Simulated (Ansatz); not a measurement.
Total energies of bromine.

Z-matrix (Å, degrees):
```
Br
Br 1 2.282
```

Charge 0, multiplicity 1. Correlated methods include outer-core shells of Br, which these sets cover unevenly. Scalar relativity is left out up to krypton. The geometry is a stationary point of PBE0-D4/def2-TZVP. Basis def2-TZVPP, the Gaussian-basis code of Ansatz.

RPA on PBE orbitals: Hartree–Fock energy of these orbitals -5144.79027 Eh, correlation -0.81128 Eh (frozen core).

```
functional  energy without D4 (Eh)  D4 term (kJ/mol)
    revPBE             -5147.86320              -9.1
    r2SCAN             -5148.26955              -0.7
    B97M-V             -5147.37380                 –
      PBE0             -5147.70671              -3.2
   r2SCANh             -5148.26760              -0.8
 CAM-B3LYP             -5148.55227              -3.4
   LC-ωPBE             -5147.58836                 –
   ωB97X-V             -5147.82726                 –
   ωB97M-V             -5148.01404                 –
    B2PLYP             -5147.53489                 –
```

Q: Give the same for LDA (SPW92), PBE, BLYP, B3LYP, r2SCAN0, HSE06 (plane-wave form), BHLYP, PBE-QIDH. (Best estimate.)

A: Computed: 
```json
{"functional": "LDA (SPW92)", "energy without D4 (Eh)": "-5141.18608", "D4 term (kJ/mol)": "–"}
{"functional": "PBE", "energy without D4 (Eh)": "-5147.53252", "D4 term (kJ/mol)": "-3.9"}
{"functional": "BLYP", "energy without D4 (Eh)": "-5148.35843", "D4 term (kJ/mol)": "-8.4"}
{"functional": "B3LYP", "energy without D4 (Eh)": "-5148.35908", "D4 term (kJ/mol)": "-6.5"}
{"functional": "r2SCAN0", "energy without D4 (Eh)": "-5148.26559", "D4 term (kJ/mol)": "-0.9"}
{"functional": "HSE06 (plane-wave form)", "energy without D4 (Eh)": "-5147.71585", "D4 term (kJ/mol)": "-3.1"}
{"functional": "BHLYP", "energy without D4 (Eh)": "-5148.28268", "D4 term (kJ/mol)": "-6.4"}
{"functional": "PBE-QIDH", "energy without D4 (Eh)": "-5147.08452", "D4 term (kJ/mol)": "–"}
```

B3LYP takes the VWN-RPA correlation (the form of Gaussian; ORCA's B3LYP/G). HSE06 is the plane-wave form, built on full-range PBE exchange. The double hybrids freeze the cores in their second-order part.

LC-ωPBE has ω = 0.4 bohr⁻¹.
